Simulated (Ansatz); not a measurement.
`[CH3][GeH]1[O][SiH2]1` + `[SiH3][SiH2][SiH3]` → `C[SiH]([SiH3])[SiH3]` + `[O]1[SiH2][GeH2]1` at 500 K and 1 bar (formal exchange of groups at a C–Ge bond).

Isolated molecules relaxed with PBE0-D4/def2-TZVP in Ansatz; ΔE leaves out vibrations. CBS: MP2 limit from def2 TZ/QZ plus the TZ coupled-cluster correction, frozen cores. For Ge outer-core shells are correlated without core-valence functions, which leaves a few kJ/mol of doubt a bond. Scalar relativity is left out up to krypton.

| species | CCSD(T)/CBS energy (Eh) | H − E (kJ/mol) | S (J/(mol·K)) |
| --- | --- | --- | --- |
| `[CH3][GeH]1[O][SiH2]1` | -2482.04381 | 216.2 | 401.2 |
| `[SiH3][SiH2][SiH3]` | -872.02658 | 224.2 | 419.1 |
| `C[SiH]([SiH3])[SiH3]` | -911.30140 | 311.4 | 479.2 |
| `[O]1[SiH2][GeH2]1` | -2442.76781 | 128.5 | 342.5 |

H − E and S are ideal-gas, rigid-rotor, harmonic terms from PBE0-D4/def2-TZVP, for one conformer and one mirror image of each species. 1 Eh = 2625.50 kJ/mol, R = 8.31446 J/(mol·K).

By hand: ΔE, ΔH, ΔS and ΔG.

ΔE = (-911.30140) + (-2442.76781) − (-2482.04381) − (-872.02658) = 0.00118 Eh = 3.1 kJ/mol. Δ(H − E) = 311.4 + 128.5 − 216.2 − 224.2 = -0.5, so ΔH = 2.6 kJ/mol. ΔS = 479.2 + 342.5 − 401.2 − 419.1 = 1.4 J/(mol·K). ΔG = 2.6 − 500 × (1.4)/1000 = 1.9 kJ/mol.

By hand: the equilibrium constant, and the temperature at which ΔG would vanish if ΔH and ΔS stayed fixed.

log₁₀ K = −ΔG/(RT ln 10) = -0.2. ΔG = 0 at ΔH/ΔS = 1857 K, though so small a ΔH makes that figure unsure.

The number of gas molecules stays the same, so ΔS is small and ΔH decides. The sign of ΔG lies within the doubt. A doubt of 5 kJ/mol in ΔE shifts log₁₀ K by 0.5 here. Other conformers and mirror images would add mixing entropy, several J/(mol·K) or more a flexible species. These are equilibria of isolated gas molecules and say nothing of rates. Largest T1 diagnostic: 0.014 (customary marks: 0.02 for closed shells, 0.045 for open ones).
